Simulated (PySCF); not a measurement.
## Telling isomers of C₆H₉OP apart by NMR

PySCF 2.14.0 with density-fitted response routines calculation with geometry from GFN2-xTB and NMR shieldings at PBE0/pcSseg-1/GIAO; a single conformation, no solvent, rapidly exchanging positions averaged, non-relativistic.

Referencing at the same level of theory: $^{1}$H, $^{13}$C vs TMS. Splittings of carbon signals by F and P are missing where no couplings were computed. Where no couplings were computed, multiplicities follow the n + 1 count of equivalent neighbours, and m marks all less simple cases (inequivalent or close neighbours, rings, F or P nearby). Shifts are as computed. Against solution values, carbons near 30 ppm lie about +3 ppm off and those near 130 ppm about +5 ppm. Of 1211 compounds with measured shifts, 218 miss one by over three times the rms of a fit or turn the order of signals round; such compounds aren't used in these exercises.

(1) Tabulate the signals of `C#CP1CC(OC)C1`, `C=CP1C(C)=C1OC`, `COC1C=CPC=C1` and their relative energies.

(2) What is the quickest way to tell C=CP1C(C)=C1OC from COC1C=CPC=C1?

(3) What is the quickest way to tell C#CP1CC(OC)C1 from C=CP1C(C)=C1OC?

(4) What is the quickest way to tell C#CP1CC(OC)C1 from COC1C=CPC=C1?

## Answers

(1) 
```json
{"SMILES": "C#CP1CC(OC)C1", "carbon types": "1×C 2×CH 2×CH2 1×CH3", "δC": "100.4, 92.9, 80.9, 56.6, 36.0", "δH": "4.69 (m, 1H), 3.40 (s, 3H), 2.43 (m, 2H), 2.37 (m, 1H), 2.04 (m, 2H)", "E rel. (kcal/mol)": "24.1"}
{"SMILES": "C=CP1C(C)=C1OC", "carbon types": "2×C 1×CH 1×CH2 2×CH3", "δC": "166.7, 150.5, 132.5, 89.2, 61.7, 12.8", "δH": "6.24 (m, 1H), 6.12 (m, 1H), 5.89 (m, 1H), 3.97 (s, 3H), 2.28 (m, 3H)", "E rel. (kcal/mol)": "24.7"}
{"SMILES": "COC1C=CPC=C1", "carbon types": "5×CH 1×CH3", "δC": "142.5, 130.4, 83.1, 60.0", "δH": "6.63 (m, 2H), 6.55 (m, 2H), 4.55 (m, 1H), 3.73 (s, 3H), 3.49 (m, 1H)", "E rel. (kcal/mol)": "0.0"}
```

Energies are electronic energies at PBE0/pcSseg-1 on these geometries, without zero-point or thermal terms, each for the one conformer computed, which needn't be the lowest.

(2) Count the carbon signals: 6 against 4. The first has an alkene carbon bearing oxygen (C) at 150.5 ppm, the second an allylic sp3 CH bonded to O at 83.1 ppm. Their most deshielded carbons lie at 166.7 and 142.5 ppm.

(3) Count the carbon signals: 5 against 6. The first has a terminal alkyne carbon (CH) at 100.4 ppm, the second an alkene CH at 166.7 ppm. In the proton spectra the most deshielded non-exchanging signals are 4.69 (m, 1H) and 6.24 (m, 1H).

(4) Count the carbon signals: 5 against 4. The first has an alkyne carbon (C) at 92.9 ppm, the second an alkene CH at 142.5 ppm. Their most deshielded carbons lie at 100.4 and 142.5 ppm. In the proton spectra the most deshielded non-exchanging signals are 4.69 (m, 1H) and 6.63 (m, 2H).
